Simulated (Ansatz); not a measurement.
Si18NH28⁺, a doped nanocrystal cut from the lattice of silicon (N on a surface site), relaxed as a singlet with RKS PBE-D4/def2-SVP in Ansatz, starting from the GFN2-xTB geometry. Force threshold 0.03 eV/Å.

Single mean-field runs in def2-SVP are fitted with def2-universal-jkfit.

Start:

```xyz
47

N     3.724    0.964   -1.585
Si    1.582   -1.531   -0.710
Si   -2.398   -2.293    3.215
Si    1.758   -0.175   -4.150
Si   -2.323   -0.844   -0.325
Si    0.103    0.480    2.402
Si    0.444    1.838   -1.335
Si   -3.618    1.326    2.549
Si    1.353   -2.181   -2.967
Si    3.682   -0.554   -0.478
Si    3.819    0.655   -3.432
Si   -2.585   -2.805    0.932
Si   -0.220   -1.509    3.602
Si   -0.112   -0.024    0.073
Si   -3.958   -0.634    3.800
Si    0.124    1.458   -3.642
Si   -3.819    0.864    0.257
Si    2.677    2.421   -1.029
Si   -1.454    2.152    2.929
H     1.658   -2.702    0.185
H    -2.618   -3.512    4.011
H     1.972   -0.370   -5.595
H    -2.346   -1.120   -1.779
H     4.657    1.315   -1.393
H     1.498    0.968    2.505
H    -0.282    3.040   -0.880
H    -4.599    2.357    2.929
H     2.238   -3.268   -3.408
H    -0.005   -2.677   -3.213
H     4.941   -1.175   -0.907
H     4.010    0.075    0.803
H     5.015   -0.192   -3.471
H     4.285    1.974   -3.871
H    -1.531   -3.740    0.506
H    -3.839   -3.483    0.593
H     0.795   -2.472    3.149
H     0.080   -1.301    5.021
H    -5.324   -1.131    3.604
H    -3.870   -0.341    5.235
H    -1.230    0.947   -3.885
H     0.242    2.642   -4.504
H    -5.187    0.526   -0.147
H    -3.473    2.040   -0.557
H     3.167    2.559    0.345
H     3.367    3.486   -1.767
H    -1.245    2.629    4.299
H    -1.159    3.319    2.085
```

Estimate the energy that the relaxation releases and the steps that it takes.

0.81 eV, in 10 steps; 38 s on 4 threads of AMD EPYC 7R13 on a shared host and a share (37 GiB) of an NVIDIA H100 80GB HBM3. No frequencies were taken in this run, so the end may be a saddle point.

Does the start keep its bonding and symmetry?

By distances, no bond broke or formed. The bond that changes most is Si7–Si14, from 2.40 to 2.35 Å (atoms count from 1). Point group Cs at the start, Cs at the end, both within 0.05 Å.

Predict the relaxed structure.


| atom | x (Å) | y (Å) | z (Å) |
| --- | --- | --- | --- |
| N1 | 3.7264 | 0.9808 | -1.4982 |
| Si2 | 1.5338 | -1.5881 | -0.5841 |
| Si3 | -2.2880 | -2.2767 | 3.0866 |
| Si4 | 1.5744 | -0.2118 | -4.0212 |
| Si5 | -2.2079 | -0.8288 | -0.4553 |
| Si6 | 0.2287 | 0.5116 | 2.3522 |
| Si7 | 0.3593 | 1.8924 | -1.2272 |
| Si8 | -3.5077 | 1.3379 | 2.4193 |
| Si9 | 1.2557 | -2.2195 | -2.8315 |
| Si10 | 3.6402 | -0.5673 | -0.3904 |
| Si11 | 3.6776 | 0.6196 | -3.3634 |
| Si12 | -2.4692 | -2.8030 | 0.7977 |
| Si13 | -0.1197 | -1.4834 | 3.5520 |
| Si14 | -0.0719 | -0.0093 | 0.0808 |
| Si15 | -3.8739 | -0.6308 | 3.6627 |
| Si16 | 0.0094 | 1.4739 | -3.5140 |
| Si17 | -3.7136 | 0.8863 | 0.1166 |
| Si18 | 2.6269 | 2.4355 | -0.9452 |
| Si19 | -1.3536 | 2.1734 | 2.8771 |
| H20 | 1.6089 | -2.7616 | 0.3593 |
| H21 | -2.5306 | -3.5285 | 3.8938 |
| H22 | 1.7465 | -0.4277 | -5.5038 |
| H23 | -2.2078 | -1.1032 | -1.9418 |
| H24 | 4.6907 | 1.3351 | -1.3418 |
| H25 | 1.6456 | 1.0181 | 2.5064 |
| H26 | -0.3729 | 3.1110 | -0.7260 |
| H27 | -4.5256 | 2.3841 | 2.8023 |
| H28 | 2.3080 | -3.2102 | -3.2518 |
| H29 | -0.1224 | -2.7719 | -3.0670 |
| H30 | 4.8144 | -1.3632 | -0.8854 |
| H31 | 3.9392 | -0.0048 | 0.9692 |
| H32 | 4.8137 | -0.3476 | -3.5341 |
| H33 | 4.0382 | 1.9502 | -3.9589 |
| H34 | -1.3787 | -3.7612 | 0.3840 |
| H35 | -3.8074 | -3.4243 | 0.4955 |
| H36 | 0.9196 | -2.4896 | 3.1233 |
| H37 | 0.0424 | -1.2103 | 5.0246 |
| H38 | -5.2586 | -1.1507 | 3.3769 |
| H39 | -3.7507 | -0.3182 | 5.1312 |
| H40 | -1.3945 | 0.9980 | -3.7636 |
| H41 | 0.3163 | 2.6924 | -4.3426 |
| H42 | -5.1188 | 0.4643 | -0.2228 |
| H43 | -3.3570 | 2.1056 | -0.6987 |
| H44 | 3.0494 | 2.6316 | 0.4821 |
| H45 | 3.1538 | 3.5573 | -1.7945 |
| H46 | -1.2228 | 2.5396 | 4.3325 |
| H47 | -1.0655 | 3.3934 | 2.0374 |
Bond lengths: 21 × Si–Si 2.35 to 2.36 Å; 3 × N–Si 1.90 to 1.91 Å; 27 × H–Si 1.50 to 1.51 Å; 1 × H–N 1.04 Å.
